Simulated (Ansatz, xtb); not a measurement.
# Two isomers of C4H2F3N

Structure X is `N#C/C=C/C(F)(F)F`, a singlet and structure Y is `C=C(C#N)C(F)(F)F`, a singlet. Both are isolated molecules in the gas phase, relaxed with PBE0-D3(BJ)/def2-SVP.

X (Å):

```xyz
10

C    -0.3034   -0.4901   -3.5489
C    -0.4102   -0.0751   -2.1888
C    -1.2686   -0.6301   -1.3279
C    -1.3694   -0.1841    0.0977
F    -1.1101   -1.1997    0.9230
F    -2.6036    0.2458    0.3651
F    -0.5203    0.8025    0.3812
N    -0.2039   -0.8152   -4.6570
H     0.2525    0.7344   -1.8665
H    -1.9446   -1.4396   -1.6147
```

Y (Å):

```xyz
10

C    -1.4332   -0.5370   -2.7029
C    -0.8893   -0.5881   -1.4818
C    -0.2426   -1.7608   -0.9776
C    -0.9198    0.5985   -0.5422
F    -1.5551    0.2892    0.5858
F    -1.5410    1.6362   -1.0961
F     0.3155    0.9774   -0.2226
N     0.2823   -2.7066   -0.5629
H    -1.4017   -1.4021   -3.3674
H    -1.9179    0.3768   -3.0508
```

Quicker runs give these differences E(Y) − E(X): GFN2-xTB +2.00 kcal/mol; HF/STO-3G +0.61 kcal/mol (at GFN2-xTB geometries); r2SCAN-D4/def2-SVP +1.54 kcal/mol (at GFN2-xTB geometries).

Problem. Estimate E(Y) − E(X) at the level CCSD(T)/def2-SVP + ΔMP2/def2-TZVPP.

Solution. Not settled: CCSD(T)/def2-SVP + ΔMP2/def2-TZVPP gives E(Y) − E(X) = +1.45 kcal/mol, but this leans on the basis-set step: CCSD(T) alone gives +0.89 kcal/mol.

The same difference at several levels:

| level | geometry | E(Y) − E(X) (kcal/mol) | departure from the last row (kcal/mol) | job, with rough time for the two |
| --- | --- | --- | --- | --- |
| GFN2-xTB | GFN2-xTB | +2.00 | +0.55 | optimisation, 0.18 s |
| HF/STO-3G | GFN2-xTB | +0.61 | −0.85 | single point, 0.73 s |
| r2SCAN-D4/def2-SVP | GFN2-xTB | +1.54 | +0.09 | single point, 3.5 s |
| PBE0-D3(BJ)/def2-SVP | PBE0-D3(BJ)/def2-SVP | +1.53 | +0.08 | optimisation, 36 s |
| HF/def2-SVP | PBE0-D3(BJ)/def2-SVP | +1.47 | +0.02 | part of the CCSD(T) run |
| MP2/def2-SVP | PBE0-D3(BJ)/def2-SVP | +1.11 | −0.34 | part of the CCSD(T) run |
| CCSD(T)/def2-SVP | PBE0-D3(BJ)/def2-SVP | +0.89 | −0.56 | single point |
| CCSD(T)/def2-SVP + ΔMP2/def2-TZVPP | PBE0-D3(BJ)/def2-SVP | +1.45 |  | single point, 80 s |

As drawn, both hold the same kinds of bond in the same numbers.

The largest departure from CCSD(T)/def2-SVP + ΔMP2/def2-TZVPP is that of HF/STO-3G, 0.85 kcal/mol. The last row adds to CCSD(T) the change of the MP2 difference between the two basis sets, here +0.56 kcal/mol.

With thermal terms from frequencies at re-optimised GFN2-xTB minima (ideal gas, soft modes damped towards free rotors, one conformer each, 298.15 K, 1 atm): the zero-point term adds +0.06 kcal/mol; ΔH is +1.45 and ΔG +1.89 kcal/mol.

The correlated steps freeze 8 core orbitals. Programs: Ansatz 0.2.0, xtb 6.7.1; the last row on 2 threads of Intel(R) Xeon(R) Processor @ 2.70GHz on a shared host.
